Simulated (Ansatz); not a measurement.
Start from `[O]=[Ta]([OH])([Cl])[Cl]` and change one atom or group to get `[O]=[Ta]([Cl])([Cl])[Cl]`.

Ansatz, PBE0-D4/def2-TZVP geometries, multiplicity 1. Each molecule was computed in one conformer, which needn't be the lowest.

Elements past krypton have def2 core potentials.

```
                                          property  `[O]=[Ta]([OH])([Cl])[Cl]`
                LUMO energy (PBE0/def2-TZVPP) / eV                       -2.26
                 LUMO energy (PBE/def2-TZVPP) / eV                       -3.04
    zero-point energy (PBE0-D4/def2-TZVP) / kJ/mol                        48.7
  size of the dipole moment (B3LYP/def2-TZVPP) / D                        3.46
size of the dipole moment (ωB97M-V/def2-TZVPP) / D                        3.49
           HOMO–LUMO gap (ωB97M-V/def2-TZVPP) / eV                       11.55
```

Q: What does the change do to each property? (Best estimate.)

A: Ansatz gave: 
| property | `[O]=[Ta]([Cl])([Cl])[Cl]` | shift |
| --- | --- | --- |
| LUMO energy (PBE0/def2-TZVPP) / eV | -2.76 | -0.50 |
| LUMO energy (PBE/def2-TZVPP) / eV | -3.50 | -0.46 |
| zero-point energy (PBE0-D4/def2-TZVP) / kJ/mol | 18.2 | -30.5 |
| size of the dipole moment (B3LYP/def2-TZVPP) / D | 1.66 | -1.80 |
| size of the dipole moment (ωB97M-V/def2-TZVPP) / D | 1.65 | -1.84 |
| HOMO–LUMO gap (ωB97M-V/def2-TZVPP) / eV | 11.34 | -0.21 |

With PBE0 the HOMO falls by 0.31 eV and the LUMO falls by 0.50 eV, so the gap narrows by about 0.19 eV. PBE moves the HOMO by -0.31 eV and ωB97M-V by -0.31 eV. The zero-point energy changes by -30.5 kJ/mol with -3 modes. Dipoles are sizes alone; their direction can turn.

B3LYP here is the variant with VWN-RPA as its local correlation; programs differ in this.
